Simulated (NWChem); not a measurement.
# CH3ClCrO2; SMILES [CH3][Cr](=[O])(=[O])[Cl]

Not confirmed as a minimum by frequencies.

### Question
Give the equilibrium geometry at PBE0/def2-SVP (NWChem) as a list of bonds and angles, with the point group.

### Answer
point group Cs; any orientation.
Bonded distances (Å): Cr1–O2 1.530, Cr1–O3 1.530, Cr1–Cl4 2.118, Cr1–C5 1.965, C5–H6 1.099, C5–H7 1.099, C5–H8 1.097. Bond angles (°): O2–Cr1–O3 110.6, O2–Cr1–Cl4 113.9, O2–Cr1–C5 104.0, O3–Cr1–Cl4 113.9, O3–Cr1–C5 104.0, Cl4–Cr1–C5 109.4, Cr1–C5–H6 105.2, Cr1–C5–H7 105.2, Cr1–C5–H8 109.5, H6–C5–H7 112.7, H6–C5–H8 111.8, H7–C5–H8 111.8.
